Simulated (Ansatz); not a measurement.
C2H7BO2Si, SMILES `CB(O)[SiH]1CO1`. The species carries charge 0 and has multiplicity 1.

```xyz
13

C     1.3365    1.3500   -0.1405
B     1.0295   -0.1284   -0.5296
O     2.0249   -0.8891   -1.0524
Si   -0.8238   -0.8963   -0.2259
C    -1.9208   -0.3092    1.1032
O    -2.1129    0.1811   -0.2513
H     0.5971    2.0300   -0.5761
H     2.3387    1.6663   -0.4384
H     1.2423    1.4761    0.9449
H     1.7732   -1.7884   -1.2774
H    -1.1288   -2.2295   -0.8227
H    -2.7435   -0.9263    1.4609
H    -1.6124    0.4638    1.8052
```

(1) What are the harmonic wavenumbers in cm⁻¹ at PBE0-D4/def2-TZVP (Ansatz, finite differences of forces, unscaled)? (Estimate.)

(2) Is this a minimum?

(3) Give the ideal-gas thermochemistry at 298.15 K and 1 bar (rigid rotor, harmonic oscillator; point group C1, symmetry number 1).

(4) And at 400, 500, 600, 800 and 1000 K?

## Answers

(1) The calculation gave: 46, 82, 92, 147, 290, 306, 410, 524, 599, 636, 697, 730, 748, 829, 847, 858, 963, 1039, 1119, 1127, 1180, 1312, 1363, 1442, 1455, 1468, 2187, 3034, 3089, 3097, 3133, 3171, 3869.

(2) Yes, all 33 modes are real.

(3) Zero-point energy 250.5 kJ/mol; H(298) − E = 274.5 kJ/mol; entropy 374.6 J/(mol·K), of which translation 166.5, rotation 115.3, vibration 92.7; G(298) − E = 162.8 kJ/mol. Modes under 100 cm⁻¹ are hindered rotations or soft bends, so the harmonic entropy is rough.

(4) 
```json
{"T (K)": "400", "H − E (kJ/mol)": "288.7", "S (J/mol/K)": "415.3", "G − E (kJ/mol)": "122.6"}
{"T (K)": "500", "H − E (kJ/mol)": "305.1", "S (J/mol/K)": "451.9", "G − E (kJ/mol)": "79.2"}
{"T (K)": "600", "H − E (kJ/mol)": "323.6", "S (J/mol/K)": "485.5", "G − E (kJ/mol)": "32.3"}
{"T (K)": "800", "H − E (kJ/mol)": "365.0", "S (J/mol/K)": "544.8", "G − E (kJ/mol)": "-70.9"}
{"T (K)": "1000", "H − E (kJ/mol)": "410.8", "S (J/mol/K)": "595.9", "G − E (kJ/mol)": "-185.1"}
```
